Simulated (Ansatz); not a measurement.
Ansatz (a first-principles code) input (B3LYP-D3(BJ)/def2-TZVP):

Ansatz 0.2 input:
```yaml
crystal:
  periodic: [false, false, false]
  atoms:
    - {symbol: C, position_ang: [0.06186245, 0.03643669, 0.98901506]}
    - {symbol: Cl, position_ang: [0.82908851, -1.25698079, -0.18100200]}
    - {symbol: Cl, position_ang: [-0.85092232, 1.24412078, -0.16806214]}
basis:
  gaussian:
    orbitals: def2-TZVP
hamiltonian:
  xc: b3lyp
  dispersion: d3bj
total_charge: -1
magnetization: {spin_polarized: true, initial_magnetization: 1}
phonons: {temperatures: {t_min: 298.15, t_max: 298.15, t_step: 100}}
```

Output:

```
Functional definition: B3LYP
integrals: 0.03 GiB planned
706 factors; their error is unknown
mean field: 0.41 GiB planned
mean field evaluation 1: about -26081.4546 eV, gradient 1.5e1 eV
mean field evaluation 2: about -26080.4342 eV, gradient 2.1e1 eV
mean field evaluation 4: about -26082.7120 eV, gradient 1.4e0 eV
mean field evaluation 8: about -26082.7875 eV, gradient 2.4e-2 eV
mean field evaluation 16: about -26082.7875 eV, gradient 4.0e-5 eV
mean field -26082.78753368 eV, -958.5247623143 hartree, gradient 4.0e-5 eV, S^2 0.755338; 0 other end points of the search recorded, 0 dependent functions left out
the calculation of the forces begins
reference -26082.78773853 eV, -958.5247698425 hartree; 21, 20 occupied and 84, 85 virtual orbitals, 706 factors
these checks for a lower state are left out or cut short: stability, starts, cluster_reference, orbital_swaps, neighbouring_geometries, increment
integrals: 0.03 GiB planned
706 factors; their error is unknown
mean field: 0.41 GiB planned
mean field -26082.78751785 eV, -958.5247617327 hartree, gradient 7.4e-7 eV, S^2 0.755336; 0 other end points of the search recorded, 0 dependent functions left out
the calculation of the forces begins
reference -26082.78772276 eV, -958.5247692629 hartree; 21, 20 occupied and 84, 85 virtual orbitals, 706 factors
these checks for a lower state are left out or cut short: stability, starts, cluster_reference, orbital_swaps, neighbouring_geometries, increment
integrals: 0.03 GiB planned
706 factors; their error is unknown
mean field: 0.41 GiB planned
mean field -26082.78751523 eV, -958.5247616365 hartree, gradient 8.0e-7 eV, S^2 0.755339; 0 other end points of the search recorded, 0 dependent functions left out
the calculation of the forces begins
reference -26082.78772003 eV, -958.5247691626 hartree; 21, 20 occupied and 84, 85 virtual orbitals, 706 factors
these checks for a lower state are left out or cut short: stability, starts, cluster_reference, orbital_swaps, neighbouring_geometries, increment
integrals: 0.03 GiB planned
706 factors; their error is unknown
mean field: 0.41 GiB planned
mean field evaluation 32: about -26082.7875 eV, gradient 6.0e-2 eV
mean field -26082.78756440 eV, -958.5247634432 hartree, gradient 1.6e-6 eV, S^2 0.755338; 0 other end points of the search recorded, 0 dependent functions left out
the calculation of the forces begins
reference -26082.78776933 eV, -958.5247709744 hartree; 21, 20 occupied and 84, 85 virtual orbitals, 706 factors
these checks for a lower state are left out or cut short: stability, starts, cluster_reference, orbital_swaps, neighbouring_geometries, increment
integrals: 0.03 GiB planned
706 factors; their error is unknown
mean field: 0.41 GiB planned
mean field -26082.78746810 eV, -958.5247599043 hartree, gradient 1.7e-6 eV, S^2 0.755338; 0 other end points of the search recorded, 0 dependent functions left out
the calculation of the forces begins
reference -26082.78767287 eV, -958.5247674294 hartree; 21, 20 occupied and 84, 85 virtual orbitals, 706 factors
these checks for a lower state are left out or cut short: stability, starts, cluster_reference, orbital_swaps, neighbouring_geometries, increment
integrals: 0.03 GiB planned
706 factors; their error is unknown
mean field: 0.41 GiB planned
mean field -26082.78752724 eV, -958.5247620778 hartree, gradient 1.6e-6 eV, S^2 0.755339; 0 other end points of the search recorded, 0 dependent functions left out
the calculation of the forces begins
reference -26082.78773206 eV, -958.5247696047 hartree; 21, 20 occupied and 84, 85 virtual orbitals, 706 factors
these checks for a lower state are left out or cut short: stability, starts, cluster_reference, orbital_swaps, neighbouring_geometries, increment
integrals: 0.03 GiB planned
706 factors; their error is unknown
mean field: 0.41 GiB planned
mean field -26082.78752910 eV, -958.5247621459 hartree, gradient 2.1e-6 eV, S^2 0.755337; 0 other end points of the search recorded, 0 dependent functions left out
the calculation of the forces begins
reference -26082.78773398 eV, -958.5247696753 hartree; 21, 20 occupied and 84, 85 virtual orbitals, 706 factors
Total energy: -26082.90653301 eV, -958.5291354590 hartree
Atom 0 at     0.061862     0.036437     0.989015 Å, force     0.000013     0.000008     0.000214 eV/Å
Atom 1 at     0.829089    -1.256981    -0.181002 Å, force    -0.000747     0.001099    -0.000101 eV/Å
Atom 2 at    -0.850922     1.244121    -0.168062 Å, force     0.000734    -0.001107    -0.000113 eV/Å
Dipole moment:    -0.021203    -0.012489    -0.338986 e Å
Vibrations: 230.55 413.32 537.62 cm⁻¹, zero-point energy 0.073243 eV
```
